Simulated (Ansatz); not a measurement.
System: thiophen-3-amine, C4H5NS, charge 0, multiplicity 1. 
Structure (B3LYP-D3(BJ)/def2-TZVP (Ansatz, an electronic-structure program) minimum search):
SMILES: Nc1ccsc1
```xyz
11

N     -2.0348    -1.2204     0.3367
C     -0.8331    -0.5416     0.1140
C      0.4311    -1.2084     0.0961
C      1.4777    -0.3509    -0.0665
S      0.9559     1.2775    -0.1913
C     -0.6975     0.8142    -0.0368
H     -2.8589    -0.7074     0.0634
H     -2.0530    -2.1567    -0.0386
H      0.5428    -2.2778     0.2097
H      2.5265    -0.5926    -0.1138
H     -1.4770     1.5578    -0.0571
```

Total electronic energies in hartree. Cores are frozen in the correlated levels unless marked. Spin-orbit coupling is left out. No relativistic terms. CBS(X,Y): correlation extrapolated as X^-3; Hartree-Fock from the larger set.

The Hartree-Fock reference is unstable (checked in the largest basis), which strains HF and MP2. 

| level | program | energy (Eh) |
|---|---|---|
| RI-HF/aug-cc-pV(Q+d)Z | Ansatz | -606.45168 |
| RI-HF/cc-pV(Q+d)Z | Ansatz | -606.45051 |
| PBE/def2-TZVPD | Ansatz | -608.02763 |
| BLYP-D3(BJ)/def2-TZVPD | Ansatz + dftd3 | -608.39658 |
| BLYP/def2-TZVPD | Ansatz | -608.37317 |
| r2SCAN-D3(BJ)/def2-TZVPD | Ansatz + dftd3 | -608.31575 |
| PBE0-D4/def2-TZVPD | Ansatz + dftd4 | -608.08280 |
| r2SCANh/def2-TZVPD | Ansatz | -608.29964 |
| MP2/CBS(cc-pV(T+d)Z,cc-pV(Q+d)Z) | Ansatz | -607.5944 |
| RI-MP2/aug-cc-pV(Q+d)Z | Ansatz | -607.55276 |
| CCSD/6-31G* | Ansatz | -607.15029 |
| CCSD/aug-cc-pV(Q+d)Z | Ansatz | -607.56444 |
| CCSD/CBS(cc-pV(T+d)Z,cc-pV(Q+d)Z) | Ansatz | -607.5993 |
| CCSD(T)/6-31G* | Ansatz | -607.18499 |
| CCSD(T)/CBS(aug-cc-pV(T+d)Z,aug-cc-pV(Q+d)Z) | Ansatz | -607.6644 |

Totals of different functionals don't rank their quality; only differences between species are comparable.
